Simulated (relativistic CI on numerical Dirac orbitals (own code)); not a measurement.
Method of calculation: Dirac-Coulomb-Breit CI, separate exchange-only KLI orbitals for each configuration, model QED (radiative potential, 1s self-energy scaled to tabulated hydrogen-like ionisation energies), unscaled Slater integrals (own radial code, finite nucleus).

The strongest absorption lines from the ground level of an ion, among the configurations computed and to levels below about 1890 eV (vacuum wavelength in Å, gf): 6.6663 (3.5), 6.6706 (2.4), 6.6979 (1.2), 6.9080 (0.46), 7.0012 (0.84), 8.0057 (0.37), 8.0939 (0.38), 30.595 (0.79).

**Question.** Which ion is it?
A. Yb XLIV
B. Yb XLII
C. Dy XL
D. Pt LII

**Answer.** A. Yb XLIV has 27 electrons and the ground level 3s²3p⁶3d⁹ ²D5/2; the strongest line goes to 3s²3p⁶3d⁸4f ²F°7/2. The pattern of lines fixes the number of electrons, and along that sequence the line energies rise steadily with the charge (about as its square where n changes within one kind of shell, about linearly where n is kept but much faster in heavy ions where fine structure, which grows about as Z⁴, sets the gap, and irregularly where shells cross), which fixes Z. Configurations outside the model, such as inner-shell arrays, can give stronger lines. At this charge energies of transitions that change n are usually good to better than 1 %, and those within a shell (Δn = 0) to a few per cent.

LS names give the leading component of a level, which can be under half, so a name can repeat, a term be missing and a line seem to break the LS rules.
